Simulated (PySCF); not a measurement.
**Computed data sheet: `C#C/C(=N\[SiH3])C1CC1`**

Compound: C6H9NSi.
Cartesian coordinates in Å at the GFN2-xTB level; atoms count from 1:
```xyz
17
C6H9NSi angstrom
C      0.751    1.930    1.566
C      0.486    0.965    0.901
C      0.242   -0.187    0.093
N      1.147   -0.801   -0.541
Si     2.838   -0.621   -0.736
C     -1.154   -0.655    0.020
C     -2.059   -0.511    1.220
C     -2.282    0.349    0.026
H      0.970    2.775    2.151
H      3.504    0.469   -0.012
H      2.991   -0.426   -2.177
H      3.364   -1.908   -0.285
H     -1.266   -1.537   -0.597
H     -2.750   -1.316    1.420
H     -1.642   -0.055    2.105
H     -2.019    1.394    0.095
H     -3.130    0.148   -0.610
```

Some functional groups and rings: alkyne, Si–H bond and cyclopropane ring.

GFN2-xTB geometry:

- Rotational constants A, B, C of the GFN2-xTB geometry: 3.112, 1.056, 0.848 GHz

PBE0/def2-SVPD ground state and vertical TDDFT (core frozen in the response) (PySCF):

- Dipole moment: 2.30 D
- HOMO energy: -7.08 eV
- LUMO energy: -1.52 eV
- HOMO–LUMO gap: 5.56 eV
- Lowest singlet excitation: 3.78 eV (328 nm, f = 0.001)
- Strongest line among the 6 lowest singlet transitions: S3 at 5.53 eV (224 nm, f = 0.272)
- Lowest triplet excitation (Tamm–Dancoff): 3.24 eV
- Static isotropic polarisability: 104.4 au
- Electronic spatial extent ⟨r²⟩ about the centre of nuclear charge: 1393 bohr²

**PBE0/pcSseg-1 ground state and GIAO shieldings, non-relativistic (PySCF)**

* Lowest Hirshfeld atomic charge: -0.24 e on N4
* Highest Hirshfeld atomic charge: +0.33 e on Si5
* 13C chemical shifts (computed TMS as zero) by class: 172.0 (C3), 88.2 (C1), 77.8 (C2), 29.3 (C6), 10.3 (C7/C8) ppm
* 1H chemical shifts (computed TMS as zero) by class: 5.05 (H10/H11/H12), 2.57 (H9), 2.07 (H13), 1.12 (H15/H16), 0.91 (H14/H17) ppm
* Isotropic shieldings of nuclei other than C and H, by class: -110 (N4), 415 (Si5) ppm
* Mayer bond orders between heavy atoms: C1–C2 2.43, C2–C3 0.94, C3–N4 1.87, N4–Si5 1.00, C3–C6 1.03, C6–C7 0.92, C7–C8 0.98, C8–C6 0.91

Monoisotopic mass (most abundant isotopes): 123.0504 u.

In atomic units the dipole is 0.90 e·bohr (1 au = 2.5417 D). The largest Löwdin shares of the LUMO are 0.25 on N4, 0.24 on C3, 0.18 on C1 and 0.14 on C2. No computed singlet falls in the visible range (750 to 380 nm, 1.65 to 3.26 eV); S1 lies 0.52 eV above its blue end. The largest Löwdin shares of the HOMO are 0.58 on N4, 0.10 on Si5, 0.09 on C3 and 0.06 on H10. S1 lies 1.78 eV below the HOMO–LUMO gap; its leading configuration is HOMO→LUMO, weight 0.98.

Geometry: GFN2-xTB, one conformer, isolated molecule.
